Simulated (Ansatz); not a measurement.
`CC(C)[SiH2]Cl` → `CC(C)Cl` + `[SiH2]` at 500 K and 1 bar (silylene formation by 1,1-elimination).

Isolated molecules relaxed with PBE0-D4/def2-TZVP in Ansatz; ΔE leaves out vibrations. CCSD(T)/CBS adds triple-zeta CCSD(T) − MP2 to the extrapolated MP2 energy (def2 sets, frozen cores). This one scheme is used for every species. Each species was taken in one conformer, which may not be the lowest.

| species | CCSD(T)/CBS energy (Eh) | H − E (kJ/mol) | S (J/(mol·K)) |
| --- | --- | --- | --- |
| `CC(C)[SiH2]Cl` | -868.49382 | 347.1 | 431.8 |
| `CC(C)Cl` | -578.16231 | 286.0 | 355.3 |
| `[SiH2]` | -290.19011 | 48.0 | 226.5 |

H − E and S are ideal-gas, rigid-rotor, harmonic terms from PBE0-D4/def2-TZVP, for one conformer and one mirror image of each species. 1 Eh = 2625.50 kJ/mol, R = 8.31446 J/(mol·K).

Problem. By hand: ΔE, ΔH, ΔS and ΔG.

Solution. ΔE = (-578.16231) + (-290.19011) − (-868.49382) = 0.14140 Eh = 371.2 kJ/mol. Δ(H − E) = 286.0 + 48.0 − 347.1 = -13.1, so ΔH = 358.1 kJ/mol. ΔS = 355.3 + 226.5 − 431.8 = 150.0 J/(mol·K). ΔG = 358.1 − 500 × (150.0)/1000 = 283.1 kJ/mol.

Problem. By hand: the equilibrium constant, and the temperature at which ΔG would vanish if ΔH and ΔS stayed fixed.

Solution. log₁₀ K = −ΔG/(RT ln 10) = -29.6. ΔG = 0 at ΔH/ΔS = 2387 K.

The number of gas molecules changes by +1, which sets the sign of ΔS. A doubt of 5 kJ/mol in ΔE shifts log₁₀ K by 0.5 here. Other conformers and mirror images would add mixing entropy, several J/(mol·K) or more a flexible species. These are equilibria of isolated gas molecules and say nothing of rates. Largest T1 diagnostic: 0.014 (customary marks: 0.02 for closed shells, 0.045 for open ones).
